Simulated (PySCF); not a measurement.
# N²⁺ (nitrogen, charge +2): UHF calculation

Configuration: [He] 2s2 3s1, 2S determinant (an excited configuration). Computed with PySCF 2.14 in aug-cc-pwCVQZ, with no relativity, point nucleus.

| Property | Result |
| --- | --- |
| Total energy | -51.803232 hartree |
| One-electron energy | -62.5976 hartree |
| Hartree (Coulomb) energy | 16.1029 hartree |
| Exchange energy | -5.3086 hartree |
| Kinetic energy | 51.80751 hartree |
| ⟨S²⟩ | 0.7501 |
| ⟨L²⟩ | 0.000 |
| Sum of ⟨r⟩ | 5.887 bohr |
| Sum of ⟨r²⟩ | 14.75 bohr² |
| Density at the nucleus (Gaussians lack the cusp) | 208 bohr⁻³ |
| Spin density at the nucleus | 1.28 bohr⁻³ |
| Langevin diamagnetic susceptibility | -11.7 ×10⁻⁶ cm³/mol |

| shell | electrons | mean orbital energy (hartree) | rms radius, mean of both spins (bohr) |
| --- | --- | --- | --- |
| 1s α | 1 | -17.73469 | 0.263 |
| 1s β | 1 | -17.71908 | 0.263 |
| 2s α | 1 | -2.43038 | 1.21 |
| 2s β | 1 | -2.40321 | 1.21 |
| 3s α | 1 | -0.72150 | 3.42 |

The outer electron is Rydberg-like, and this basis confines it to a smaller radius and binds it less than a complete one would.
